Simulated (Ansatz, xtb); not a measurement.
## Relaxing a trial structure of C5H6BCl2F

The starting geometry of this gas-phase singlet was built from a drawn formula by distance geometry and a force field; its bonds are those of `F[C@]12C[C@H](C1)[C@@H]2B(Cl)Cl`.

| atom | x (Å) | y (Å) | z (Å) |
| --- | --- | --- | --- |
| C | -1.6364 | 0.5442 | -0.7179 |
| C | -1.9557 | -0.8293 | -1.3486 |
| C | -1.1828 | 0.0663 | -2.3526 |
| C | -0.2086 | 0.4423 | -1.2429 |
| C | -2.1431 | 1.2054 | -1.9752 |
| B | -1.6443 | 2.7121 | -2.3456 |
| Cl | -1.9543 | 4.0769 | -1.0924 |
| Cl | -1.1246 | 3.1701 | -4.0180 |
| F | -2.0144 | 0.9654 | 0.5402 |
| H | -3.0373 | -1.0388 | -1.5003 |
| H | -1.3591 | -1.7162 | -0.8724 |
| H | -0.9196 | -0.2730 | -3.3727 |
| H | 0.4239 | -0.3770 | -0.7816 |
| H | 0.3464 | 1.4288 | -1.3541 |
| H | -3.2218 | 1.0378 | -2.2262 |

**Question.** Where would you expect an optimisation with r2SCAN-D4/def2-SVP to take it?

**Answer.** It keeps its bonds, and is `F[C@]12C[C@H](C1)[C@@H]2B(Cl)Cl`.

The energy falls by 0.58 eV over 16 steps:

| step | E − E(last) (eV) |
| --- | --- |
| 1 | 0.585 |
| 3 | 0.076 |
| 4 | 0.042 |
| 6 | 0.017 |
| 8 | 0.010 |
| 9 | 0.010 |
| 11 | 0.003 |
| 13 | 0.000 |
| 14 | 0.000 |
| 16 | 0.000 |

Final geometry (Å):

```xyz
15

C    -1.5729    0.5503   -0.6731
C    -1.9622   -0.8066   -1.2821
C    -1.2534    0.0210   -2.3933
C    -0.1895    0.4251   -1.3312
C    -2.1110    1.2526   -1.9617
B    -1.7313    2.7285   -2.3008
Cl   -2.5611    4.0382   -1.4727
Cl   -0.5450    3.1445   -3.5346
F    -1.8194    0.9612    0.5915
H    -3.0376   -0.9985   -1.4191
H    -1.4183   -1.6866   -0.9043
H    -1.0561   -0.2947   -3.4253
H     0.4553   -0.3857   -0.9577
H     0.3741    1.3517   -1.5154
H    -3.2036    1.1138   -2.0803
```

From the same start GFN2-xTB reaches the same bonding as this run.

The end wasn't checked by frequencies. Run with Ansatz 0.2.0, 31 s on 4 threads of Intel(R) Xeon(R) Platinum 8488C (Sapphire Rapids), on a shared host.
